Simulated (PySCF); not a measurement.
# Working out the ionisation energy of Zr

Zr [Kr] 4d2 5s2 (3F) → Zr⁺ [Kr] 4d2 5s1 (4F). Computed with PySCF 2.14 in aug-cc-pVDZ-PP with ECP28MDF, with scalar relativity through the core potential. Frozen: 4s2 4p6. Energies in hartree (1 hartree = 27.21139 eV):

```csv
part,Zr (lower),Zr⁺ (upper)
UHF,-46.302154,-46.110366
CCSD correlation,-0.054231,-0.012649
(T),-0.002491,-0.000064
```

Question: What does Hartree-Fock give?

Answer: (-46.110366) − (-46.302154) = 0.191788 hartree = 5.219 eV.

Question: What do CCSD and CCSD(T) give?

Answer: The CCSD correlation energies differ by 0.041582 hartree = 1.132 eV and the triples by 0.002427 hartree = 0.066 eV, so CCSD gives 6.351 eV and CCSD(T) 6.417 eV.

Measured between the centres of the two terms (NIST): 6.639 eV, so CCSD(T) (valence) is off by -0.222 eV.

A double-zeta basis recovers only part of the correlation energy.

What remains against the reference includes basis incompleteness, the frozen core and higher excitations.
